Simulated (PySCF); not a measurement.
## [Lu(BH4)2]+ at several levels of theory

Computed with PySCF 2.14.0 (density fitting, no spin-orbit coupling) at the geometry relaxed with PBE0:

```xyz
11
[Lu(BH4)2]+ (singlet)
Lu    0.0001   -0.0001   -0.2087
B     2.0103   -0.0235    0.8705
H     3.0249   -0.0276    1.5034
H     1.1880   -0.9328    1.2141
H     2.1382   -0.1700   -0.3803
H     1.3314    1.0478    0.9960
B    -2.0103    0.0236    0.8703
H    -3.0246    0.0277    1.5037
H    -1.1879    0.9328    1.2139
H    -2.1385    0.1701   -0.3804
H    -1.3314   -1.0478    0.9957
```

```
level                                              basis    state  HOMO (eV)  gap (eV)  charge on Lu1 (e)  population of f-type functions on Lu1 (core shells left out)  dipole about the centre of mass (D)  largest force component (eV/Å)
 PBE0     Lu def2-SVP with ECP28, B def2-SVP, H def2-SVP  singlet     -14.31      6.34               0.57                                                         14.03                                 3.37                            0.01
wB97X                                           the same  singlet     -16.80     10.93               0.63                                                         14.04                                 3.55                            0.11
 PBE0  Lu def2-TZVP with ECP28, B def2-TZVP, H def2-TZVP  singlet     -14.31      6.38               0.98                                                         14.02                                 3.35                            0.28
```

Charges are Mulliken's, which hang on the basis. The relaxation used the grid (50, 194), these runs (75, 302) or, all-electron (x2c bases, spin-free X2C Hamiltonian), (99, 590).

Problem. What does TPSS with Lu def2-SVP with ECP28, B def2-SVP, H def2-SVP give here?

Solution. state singlet, HOMO (eV) -13.15, gap (eV) 4.55, charge on Lu1 (e) 0.56, population of f-type functions on Lu1 (core shells left out) 14.02, dipole about the centre of mass (D) 3.24, largest force component (eV/Å) 0.22. Time: 13 s on 4 threads of Arm Neoverse V1, with other jobs on the host, from an already converged density.

In the first row's basis the gap widens with exact exchange: 4.5 eV for TPSS (none); 6.3 eV for PBE0 (a fixed share); 10.9 eV for wB97X (rising or full at long range).
